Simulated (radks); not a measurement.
Results of a calculation; reference values are marked as such.
How relativity changes the ionisation of the tungsten ion W+ ([Xe] 4f14 5d4 6s1) to W2+ ([Xe] 4f14 5d4). Spin-unpolarised spherical Kohn-Sham, PBE, point nucleus unless stated (finite: rms radius 5.3658 fm), a radial shooting solver on a logarithmic mesh with Libxc functionals. A level marked "c x" has the speed of light scaled by that factor and shares open shells by 2j + 1; other Dirac levels either fill j = l - 1/2 first or share by 2j + 1.

\begin{tabular}{lrrrrr}
level & E(W+) (hartree) & E(W2+) (hartree) & IE (eV) & HOMO & <r> HOMO (bohr) \\ \hline
non-rel. & -15290.8869 & -15290.3763 & 13.893 & 6s & 3.250 \\
scalar-rel. & -16142.1872 & -16141.6109 & 15.680 & 5d & 1.966 \\
scalar-rel., finite nucleus & -16139.6614 & -16139.0853 & 15.675 & 5d & 1.966 \\
Dirac, 2j+1 shares & -16165.5471 & -16164.9708 & 15.682 & 5d5/2 & 1.998 \\
Dirac, low j first & -16165.6151 & -16165.0439 & 15.542 & 5d3/2 & 1.940 \\
Dirac, 2j+1 shares, finite nucleus & -16162.9977 & -16162.4216 & 15.677 & 5d5/2 & 1.998 \\
Dirac, c x 3 & -15375.5374 & -15375.0209 & 14.055 & 6s1/2 & 3.221 \\
Dirac, c x 5 & -15321.0648 & -15320.5521 & 13.950 & 6s1/2 & 3.240 \\
Dirac, c x 10 & -15298.4007 & -15297.8896 & 13.907 & 6s1/2 & 3.248 \\
\end{tabular}

NIST Atomic Spectra Database: 16.4 eV (semi-empirical). The relativistic part of the total energy of W+ is -872.1 hartree (Dirac, 2j+1 shares, finite nucleus), 5.7 % of the non-relativistic value. Spin polarisation and multiplet splitting of open shells are left out at every level.

Beside tabulated values, note that relativity, absent from the non-relativistic runs, is large for the heavy elements, and spin-unpolarised runs miss the spin-polarisation part of the exchange energy of open shells.
